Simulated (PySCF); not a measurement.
Species: B3H6N3.
Atom-mapped SMILES: `[BH:1]1[NH:2][BH:3][NH:4][BH:5][NH:6]1` (hydrogens: H7 on B1; H8 on N2; H9 on B3; H10 on N4; H11 on B5; H12 on N6)

Computed with PySCF 2.14.0, B3LYP/6-31G* geometry optimisation, gas phase.

(1) What internal coordinates does the optimisation give?

## Answers

(1) 
```csv
bond,length (bohr)
B1–N2 and 5 like bonds,2.705
"B1–H7, B3–H9, B5–H11",2.262
"N2–H8, N4–H10, N6–H12",1.911
```

Bonds in one row agree within 0.02 bohr and their mean is given. A selection of angles:
```csv
angle,degrees
N2–B1–N6,117.1
N2–B1–H7,121.4
B1–N2–B3,122.8
B1–N2–H8,118.6
```

Torsions: N6–B1–N2–B3 0° (synperiplanar); B1–N2–B3–N4 0° (synperiplanar); N2–B3–N4–B5 0° (synperiplanar); B3–N4–B5–N6 0° (synperiplanar); N4–B5–N6–B1 0° (synperiplanar); N2–B1–N6–B5 0° (synperiplanar).

N2 (boron-bound nitrogen) is planar (angles 122.8°, 118.6° and 118.6°, sum 360.0°, 0.00 Å off the plane of its three neighbours). All 6 B–N bonds measure 1.431 to 1.432 Å. The 6-membered ring B1–N2–B3–N4–B5–N6 has internal angles of 117.1° to 122.9°; it is planar, 0.00 Å rms from its mean plane, widest ring torsion 0°. The 6 heavy atoms lie in one plane (0.000 Å rms). B1 (three-coordinate boron) is planar (angles 121.4°, 121.4° and 117.1°, sum 360.0°, 0.00 Å off the plane of its three neighbours).

Point group: D3h (every atom within 0.08 Å of its image). No B3LYP/6-31G* frequencies stand behind this structure, so it isn't proved a minimum.
